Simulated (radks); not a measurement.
Q: Species: Tc XXVIII. Configuration: [Ne] 3s2 3p4. Calculated with a radial shooting solver on a logarithmic mesh with Libxc functionals: Dirac Kohn-Sham, PBE, spin-unpolarised, spherical densities, point nucleus; open shells are shared between the two j in proportion to 2j + 1. Some entries of the table are withheld. Estimate them.

orbital,occ.,eigenvalue (hartree),<1/r> (bohr^-1)
1s1/2,2,-814.2513,44.71
2s1/2,2,-155.6663,10.32
2p1/2,2,(1),10.27
2p3/2,4,(2),9.760
3s1/2,2,(3),4.037
3p1/2,1.33333,-54.34749,3.973
3p3/2,2.66667,-53.32760,3.847

A: 
(1) 2p1/2 eigenvalue (hartree): -147.5887
(2) 2p3/2 eigenvalue (hartree): -143.1548
(3) 3s1/2 eigenvalue (hartree): -57.22309
